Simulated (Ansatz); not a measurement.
Two structures of CH$_{8}$GaN, closed shell, reached by relaxing down either side of one saddle point (PBE0-D4/def2-TZVP). Energies are electronic, without zero-point energy. Computed with Ansatz 0.2.0 (basis: def2-TZVPP and def2-QZVPP); correlated methods freeze the cores. Filled d shells of the heavier atoms are correlated. The def2 sets are not built for correlating such inner shells, so the correlated values are less sure here. Extrapolation: Hartree–Fock as exp(−7.88 √X), correlation as X^−2.97. First:

| atom | x (Å) | y (Å) | z (Å) |
| --- | --- | --- | --- |
| Ga1 | -1.6637 | -0.1182 | -0.0870 |
| H2 | -1.5134 | -1.5120 | -0.8235 |
| H3 | -1.6973 | 1.1857 | -0.9847 |
| H4 | -2.4339 | -0.0883 | 1.2956 |
| H5 | 0.4898 | -0.7078 | 1.2862 |
| N6 | 0.3320 | 0.0608 | 0.6436 |
| C7 | 1.3448 | 0.0669 | -0.4166 |
| H8 | 0.3803 | 0.9133 | 1.1909 |
| H9 | 1.2579 | -0.8564 | -0.9888 |
| H10 | 1.1417 | 0.8995 | -1.0896 |
| H11 | 2.3616 | 0.1566 | -0.0259 |

Second:

Ga1  (-1.589, 0.973, -0.102)
H2  (-0.076, -2.951, 0.675)
H3  (-1.809, 1.128, -1.641)
H4  (-2.643, 1.163, 1.033)
H5  (-0.176, -2.210, 0.634)
N6  (0.089, 0.507, 0.417)
C7  (1.243, 0.289, -0.422)
H8  (0.290, 0.409, 1.400)
H9  (0.970, 0.428, -1.470)
H10  (2.057, 0.991, -0.202)
H11  (1.645, -0.727, -0.322)
(Å)

(1) Which bonds change from the first to the second?

(2) Give the saddle point's structure and its height above each. (An estimate is asked for; the value comes from the calculation.)

No T1 diagnostic of these runs exceeds 0.015.

## Answers

(1) CH₅N ([CH3][NH2]) + GaH₃ → CH₆GaN ([CH3][NH][GaH2]) + H₂; bonds formed: H2–H5; dative contacts that become bonds: Ga1–N6; bonds broken: Ga1–H2, H5–N6.

(2) By the calculation: 170.0 kJ/mol above the first and 102.0 kJ/mol above the second (CCSD(T) at an estimated basis limit (MP2 extrapolated from triple and quadruple zeta, plus CCSD(T) − MP2 in triple zeta)).
Ga1  (-1.554, 0.134, -0.018)
H2  (-1.146, -1.705, 0.192)
H3  (-1.726, 0.348, -1.555)
H4  (-2.562, 0.452, 1.130)
H5  (-0.360, -1.203, 0.452)
N6  (0.325, 0.073, 0.566)
C7  (1.405, 0.328, -0.365)
H8  (0.523, 0.422, 1.494)
H9  (1.211, -0.205, -1.301)
H10  (1.520, 1.390, -0.617)
H11  (2.364, -0.034, 0.021)
(Å)

The step is the kind of exchange with an N–H group that builds nitride films in atomic layer and chemical vapour deposition.

Labels in which every atom is bracketed show which atoms are joined, not bond orders.

For scale, one of the runs: CCSD(T)/def2-TZVPP, 222 basis functions, launched by `ansatz run in.yaml --threads 4 --pin off --events-out ev --progress --plain --max-ram 9574MiB`. Hardware: 4 CPU threads of an Arm Neoverse V2, shared host. Wall time 80 s; peak host memory 3.5 GiB.
